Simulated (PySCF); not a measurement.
**Re: excitation energy**

Re [Xe] 4f14 5d5 6s2 (6S) → Re [Xe] 4f14 5d4 6s2 6p1 (high-spin determinant), as a difference of total energies. Calculation: PySCF 2.14, in def2-TZVPPD with the def2 core potential (60 electrons); scalar relativity through the core potential. Correlated levels: valence: 5s2 5p6 frozen; valence and next inner shell: nothing frozen outside the core potential. The calculations carry no spin-orbit coupling.

```json
{"method": "UHF", "excitation energy (cm⁻¹)": "42393"}
{"method": "LDA", "excitation energy (cm⁻¹)": "46769"}
{"method": "PBE", "excitation energy (cm⁻¹)": "46158"}
{"method": "PBE0", "excitation energy (cm⁻¹)": "45785"}
{"method": "r2SCAN", "excitation energy (cm⁻¹)": "47454"}
{"method": "LC-wPBE", "excitation energy (cm⁻¹)": "42143"}
{"method": "TPSS", "excitation energy (cm⁻¹)": "45318"}
{"method": "PW91", "excitation energy (cm⁻¹)": "46228"}
{"method": "MP2 (valence)", "excitation energy (cm⁻¹)": "45727"}
{"method": "SCS-MP2 (valence)", "excitation energy (cm⁻¹)": "42800"}
{"method": "MP2 (valence and next inner shell)", "excitation energy (cm⁻¹)": "46446"}
{"method": "SCS-MP2 (valence and next inner shell)", "excitation energy (cm⁻¹)": "44195"}
```

The determinant of the upper state mixes LS terms, which raises its energy above the lowest term, most at the Hartree-Fock and MP2 levels.
